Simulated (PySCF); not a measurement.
PySCF input:

```python
from pyscf import gto, scf, dft

mol = gto.M(
    atom='''
    Ba    0.00000000    0.00000000    0.00000000
    F    -0.00000000   -0.00000000   -2.23093736
    F     0.00000000    0.00000000    2.23093736
    ''',
    basis='def2-tzvpd',
    ecp='def2-tzvp',
    charge=1,
    spin=1,
    symmetry='D2h',
    verbose=4,
)

mf = dft.UKS(mol, xc='mn15').density_fit(auxbasis='def2-universal-jkfit')
mf.grids.level = 4
mf.conv_tol = 1e-9
mf.max_cycle = 100
mf.max_memory = 1500
mf.kernel()
if not mf.converged:
    mf = mf.newton()
    mf.kernel(mf.make_rdm1())
mf.analyze()
```

Problem. What final total energy does it print?

Solution. -224.84985 Eh (MN15/def2-TZVPD).
